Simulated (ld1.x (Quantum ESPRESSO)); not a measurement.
# I (Z = 53), TM semilocal: configuration errors across variants

```json
{
 "Element": "iodine",
 "Generator": "ld1.x (Quantum ESPRESSO) 7.5",
 "Type": "norm-conserving Troullier–Martins (semilocal form)",
 "Functional": "LDA (PZ)",
 "Relativity": "scalar-relativistic",
 "Frozen core": "[Ar] 3d10",
 "Valence charge": "25",
 "Reference configuration": "4s2 4p6 4d10 5s2 5p3 (charge +2)",
 "Partial waves": "4p (bound): rc 0.90 bohr; 4d (bound): rc 1.50 bohr; 4s (bound): rc 0.95 bohr",
 "Local potential": "the s channel",
 "Core correction": "none"
}
```

Occupied shells without a wave of their own: 5p, 5s. They enter only through the test configuration that unscreens the potential.

All-electron excitation energies from the reference (eV): (1) 4s2 4p6 4d10 5s2 5p5 -31.369; (2) 4s2 4p6 4d10 5s2 5p4 -20.064; (3) 4s2 4p6 4d10 5s2 5p2 29.614; (4) 4s1 4p6 4d10 5s2 5p5 158.110; (5) 4s2 4p6 4d10 5s2 5p1 69.416; (6) 4s2 4p6 4d10 5s2 5p4.5 -26.754; (7) 4s2 4p6 4d10 5s2 5p5.3 -33.198; (8) 4s2 4p6 4d10 5s2 5p3 spin -1.494; (9) 4s2 4p6 4d10 5s2 5p5 spin -31.490.

Spin tests fill each open shell by Hund’s rule, majority spin first.

In the semilocal form every listed channel keeps its own potential, so the choice of the local channel does not act on these tests. It acts once the file is put into the separable form.

A semilocal file is local in each channel, so a ghost entry of none says nothing of the separable form that plane-wave codes build from it.

For the base: The 5p, 5s levels have no wave, so the channel is fitted at the deeper level alone: the likely source of the large errors.

On the changes marked as counting shells twice: ld1.x takes every shell without a wave as core, so the model core holds the marked electrons as well and exchange and correlation see them twice. This cancels in the reference configuration, but the file is broken for other ones, and its errors say nothing about a proper core correction.

1 further variants failed, have other tests or too few solved ones, and are left out.

The file “base” misses its own reference levels by 1.4 eV. The file “core correction a·sin(br)/r model core inside 0.92 bohr (5p, 5s counted twice)” misses its own reference levels by 1.4 eV. The file “all radii scaled by about 1.09 (s 1.04, p 0.98, d 1.64 bohr)” misses its own reference levels by 2.5 eV. The file “wave 4p (bound): rc 0.90 bohr becomes 4p (bound): rc 1.38 bohr” misses its own reference levels by 1.5 eV.

Errors AE − PS in meV (a dash: test not solved or not reliable):

```tsv
change	(1)	(2)	(3)	(4)	(5)	(6)	(7)	(8)	(9)	bound ghosts
base	+288	+177	-249	+384	-576	+240	+310	+21	+290	none
core correction a·sin(br)/r model core inside 0.92 bohr (5p, 5s counted twice)	-93	+71	-373	+155	-1118	+13	-176	-454	-122	none
all radii scaled by about 1.09 (s 1.04, p 0.98, d 1.64 bohr)	+419	+257	-364	+570	-843	+349	+450	+34	+421	none
form changed from semilocal to separable (Kleinman–Bylander), still TM; local potential all-electron potential smoothed inside 1.15 bohr (lloc = -1)	-264	-159	+219	-589	+505	-218	-287	+5.3	-264	none
wave 4p (bound): rc 0.90 bohr becomes 4p (bound): rc 1.38 bohr	+2099	+1260	-1729	+3258	-3988	+1730	+2275	+12	+2102	none
```

**Question.** Give the same row for: wave 4s (bound): rc 0.95 bohr becomes 4s (bound): rc 0.72 bohr.

**Answer.** +294, +178, -248, +381, -575, +243, +318, +8.5, +295; bound ghosts: none.
